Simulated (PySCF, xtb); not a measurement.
GaCl2, SMILES [Cl][Ga+][Cl], charge +1.

GFN2-xTB run with xtb at its own geometry gives an orbital gap of 3.13 eV.

Geometry optimised at PBE0-D3(BJ)/def2-TZVP. The multiplicity is an assumed one; other spin states were not compared. The isomer is the one that the SMILES or the coordinates give; other isomers of the formula were not compared.

**Question.** What does PySCF with B3LYP/def2-TZVPD give? (The exact figures need the calculation; the answer reports its results.)

**Answer.** gap 6.26 eV (levels -15.52 and -9.27 eV).
